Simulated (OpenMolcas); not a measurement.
Ar5+: the spin-orbit constant, worked from levels

```yaml
Program: OpenMolcas 26.06
Basis: ANO-RCC-VDZP [4s3p1d]
Scalar_Hamiltonian: DKH2, point nucleus
Active_space: 3 electrons in 4 orbitals (3s 3p)
State_averaging: 2S+1 = 4 odd, 1 root; 2S+1 = 2 odd, 11 roots; 2S+1 = 4 even, 3 roots; 2S+1 = 2 even, 9 roots
Spin-orbit_coupling: state interaction with AMFI integrals over the reference wave functions, term energies averaged over their components
```

Methods: CASSCF; MS-CASPT2, IPEA 0.25 Eh, imaginary shift 0.1 Eh (closed shells correlated: 2s 2p). Measured levels: Saloman, J. Phys. Chem. Ref. Data 39, 033101 (2010).

**The spin-orbit constant.** For the Hund term 2P* of p1, E(J) = (A/2) J(J+1) + constant and ζ = 2S·A = A. From J = 1/2 to J = 3/2 the energy changes by 1.5 A.

```csv
Source,E(3/2) - E(1/2),A,ζ
CASSCF,1944.5,1296.3,1296
MS-CASPT2,1949.9,1299.9,1300
measured,2207.9,1471.9,1472
```

All in cm-1. MS-CASPT2 is off by -11.7 % and CASSCF by -11.9 %. Both methods take the spin-orbit matrix elements from the reference wave functions, so the second can move ζ only through the term energies and any multistate remixing.

Over all roots computed the reference weight is 0.90 to 0.99 in MS-CASPT2; the roots of lowest weight are the least certain, and an intruder state may touch them. The basis is small and was not contracted for so high a charge. Measured partners are found by configuration, term and J. A level has none where our copy of the source lacks it or the pairing is in doubt (some pairs that miss far off the trend of their configuration count as doubtful), and it then counts in no deviation. Levels of configurations outside the active space are missing.

* marks odd parity.
